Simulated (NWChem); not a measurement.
All runs are NWChem calculations. System: H$_{3}$Ga, charge 0, spin multiplicity 1, at a geometry optimised with PBE/def2-SVP. The structure started from a generated list of species. Level: CCSD(T)/def2-TZVPD, 9 core orbitals frozen.

The NWChem input:

```
start mol
memory heap 100 mb stack 700 mb global 1900 mb
geometry units angstroms nocenter noautoz
  Ga     0.000000     0.000000     0.000001
  H      0.000000     0.000000     1.580659
  H      1.368877     0.000000    -0.790348
  H     -1.368877     0.000000    -0.790348
  symmetry group C2v
end
basis spherical
  * library def2-tzvpd
end
scf
  rhf
  nopen 0
  maxiter 100
  thresh 1e-7
  semidirect memsize 60000000 filesize 0
end
tce
  freeze core 9
  ccsd(t)
  2eorb
  2emet 13
  thresh 1e-6
  maxiter 100
  tilesize 24
end
task tce energy
```

Output (cleaned and shortened):

```
             Northwest Computational Chemistry Package (NWChem) 7.3.0
             --------------------------------------------------------

                                NWChem Input Module
                                -------------------

 Scaling coordinates for geometry "geometry" by  1.889725989
 (inverse scale =  0.529177249)

 Turning off AUTOSYM since
 SYMMETRY directive was detected!

                             Geometry "geometry" -> ""
                             -------------------------

 Output coordinates in angstroms (scale by  1.889725989 to convert to a.u.)

  No.       Tag          Charge          X              Y              Z
 ---- ---------------- ---------- -------------- -------------- --------------
    1 Ga                  31.0000     0.00000000     0.00000000     0.00000100
    2 H                    1.0000     0.00000000     0.00000000     1.58065900
    3 H                    1.0000     1.36887700     0.00000000    -0.79034800
    4 H                    1.0000    -1.36887700     0.00000000    -0.79034800

 Effective nuclear repulsion energy (a.u.)      31.7146861136

            Nuclear Dipole moment (a.u.)
            ----------------------------
        X                 Y               Z
 ---------------- ---------------- ----------------
     0.0000000000     0.0000000000    -0.0000113384

      Symmetry information
      --------------------

 Group name             C2v
 Group number             16
 Group order               4
 No. of unique centers     3

      Symmetry unique atoms

     1    2    3


 Summary of "ao basis" -> "" (spherical)
 ------------------------------------------------------------------------------
       Tag                 Description            Shells   Functions and Types
 ---------------- ------------------------------  ------  ---------------------
 *                         def2-tzvpd                 on all atoms

 Summary of "ao basis" -> "ao basis" (spherical)
 ------------------------------------------------------------------------------
       Tag                 Description            Shells   Functions and Types
[...]
            Alpha orbitals :    81
             Beta orbitals :    81
        Alpha frozen cores :     9
         Beta frozen cores :     9
     Alpha frozen virtuals :     0
      Beta frozen virtuals :     0
         Spin multiplicity : singlet
    Number of AO functions :    81
       Number of AO shells :    33
        Use of symmetry is : on
      Symmetry adaption is : on
         Schwarz screening : 0.10D-09

          Correlation Information
          -----------------------
          Calculation type : Coupled-cluster singles & doubles w/ perturbation
   Perturbative correction : (T)
            Max iterations :      100
        Residual threshold : 0.10D-05
     T(0) DIIS level shift : 0.00D+00
     L(0) DIIS level shift : 0.00D+00
     T(1) DIIS level shift : 0.00D+00
     L(1) DIIS level shift : 0.00D+00
     T(R) DIIS level shift : 0.00D+00
     T(I) DIIS level shift : 0.00D+00
   CC-T/L Amplitude update :  5-th order DIIS
                I/O scheme : Global Array Library
        L-threshold :  0.10D-05
        EOM-threshold :  0.10D-05
 no EOMCCSD initial starts read in
 TCE RESTART OPTIONS
 SLICE:      F
 D4D5:       F
 quantumc:   F
 qrotation:  F
 pwtce:      F
 qducc:      F
 nacto:                         0
 nrotv:                         0
 nrot:                          0

            Memory Information
            ------------------
          Available GA space size is     249030239 doubles
          Available MA space size is     104850404 doubles

 Maximum block size supplied by input
 Maximum block size        24 doubles

 tile_dim =     17

 -------------------------------------------------

 Global array virtual files algorithm will be used

 Parallel file system coherency ......... OK

 4-electron integrals stored in orbital form

 v2    file size   =          1561061
 4-index algorithm nr.  13 is used
 imaxsize =       30
 imaxsize ichop =        0


CCSD iterations
 ---------------------------------------------------------
 Iter          Residuum       Correlation     Cpu    Wall
 ---------------------------------------------------------
    1   0.1462819263038  -0.2347922551493     0.6     0.6
    2   0.0364507300348  -0.2409104913028     0.6     0.6
    3   0.0124856330376  -0.2479357336564     0.6     0.6
    4   0.0051549910072  -0.2486674538481     0.7     0.7
    5   0.0021295559581  -0.2494262495359     0.6     0.6
    6   0.0007186912258  -0.2496567991695     0.7     0.7
    7   0.0003114589377  -0.2496863399606     0.7     0.7
    8   0.0001541678646  -0.2496916831502     0.6     0.6
    9   0.0000843770570  -0.2496943835816     0.6     0.6
   10   0.0000445274448  -0.2496974333805     0.6     0.6
   11   0.0000061567354  -0.2497000130234     0.6     0.6
   12   0.0000021412270  -0.2497001664796     0.6     0.6
   13   0.0000009766419  -0.2497003418524     0.5     0.5
 -----------------------------------------------------------------
 Iterations converged
 CCSD correlation energy / hartree =        -0.249700341852363
 CCSD total energy / hartree       =     -1925.213559602143732

 Singles contributions

 Doubles contributions
 CCSD(T)
 Using plain CCSD(T) code
             total no. of tasks          925
 total no. of tasks / no. procs          925
                         wl_min          343           2.6
                         wl_max       258944           8.0
        thresh for no. of tasks          925

 CCSD[T]  correction energy / hartree =        -0.009586636326412
 CCSD[T] correlation energy / hartree =        -0.259286978178775
 CCSD[T] total energy / hartree       =     -1925.223146238470235
 CCSD(T)  correction energy / hartree =        -0.008073139094667
 CCSD(T) correlation energy / hartree =        -0.257773480947030
 CCSD(T) total energy / hartree       =     -1925.221632741238409

 Task  times  cpu:       26.1s     wall:       26.1s

 Total times  cpu:       26.1s     wall:       26.1s
```
